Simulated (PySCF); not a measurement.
## How methods differ on the ionisation energy of Se

Se [Ar] 3d10 4s2 4p4 (3P) → Se⁺ [Ar] 3d10 4s2 4p3 (4S), as a difference of total energies. All numbers are calculated (PySCF 2.14, the non-relativistic Hamiltonian (point nucleus), in dyall-av2z). Correlated levels: valence: [Ar] 3d10 frozen; virtual orbitals above 40 to 60 times the deepest correlated orbital energy dropped. The calculations carry no spin-orbit coupling.

```csv
method,ionisation energy (eV)
UHF,8.590
LDA,9.939
PBE,9.676
PBE0,9.669
r2SCAN,9.732
r2SCAN0,9.714
PW91,9.742
TPSS,9.687
HSE06,9.718
MP2 (valence),9.078
SCS-MP2 (valence),9.105
```

Task: How much does correlation contribute at MP2 (valence)?

Result: 9.078 − (8.590) = 0.488 eV, measured against UHF.

A first-order spin-orbit estimate (lowest level to lowest level, LS coupling) adds 0.099 eV.

These non-relativistic numbers lack the scalar-relativistic shift.

Errors of the correlated levels include the incompleteness of this basis and the frozen core.

For comparison: 9.752 eV (measured; NIST Atomic Spectra Database, ionization energies).
